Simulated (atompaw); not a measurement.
Reading a pseudo-wave (europium)

Columns: radius, all-electron u(r) and pseudo u(r) of the 6p shell (level -16.82 eV) of europium in the configuration [Kr] 4d10 4f6 5s2 5p6 5d0 6s0 6p0; PBEsol, scalar-relativistic, PAW (atompaw) scheme, atompaw 4.2.0.5.

```
r (bohr)  all-electron   pseudo
   0.112       -0.0436  -0.0011
   0.223       -0.1048  -0.0041
   0.335        0.0967  -0.0089
   0.446        0.2019  -0.0147
   0.558        0.1586  -0.0209
   0.669        0.0359  -0.0266
   0.781       -0.1025  -0.0310
   0.892       -0.2173  -0.0330
   1.004       -0.2955  -0.0316
   1.115       -0.3338  -0.0261
   1.227       -0.3366  -0.0157
   1.338       -0.3103   0.0001
   1.450       -0.2614   0.0217
   1.562       -0.1965   0.0493
   1.673       -0.1221   0.0821
   1.785       -0.0416   0.1205
   1.896        0.0399   0.1630
   2.008        0.1208   0.2094
   2.119        0.1976   0.2578
   2.231        0.2698   0.3078
   2.342        0.3354   0.3573
   2.454        0.3946   0.4057
   2.565        0.4463   0.4510
   2.677        0.4912   0.4926
   2.788        0.5287   0.5289
   2.900        0.5595   0.5595
```

(1) How many radial nodes do the two functions have?

(2) Is the pseudo-wave norm-conserving?

## Answers

(1) The all-electron 6p function has n − l − 1 = 4 (the table is too coarse to show those close to the nucleus); the pseudo-wave has 1, since 1 lower shell of the same l stays in the valence.

(2) No, it belongs to a PAW set: the norm inside the radius is not constrained, and the difference is carried by the augmentation charge.
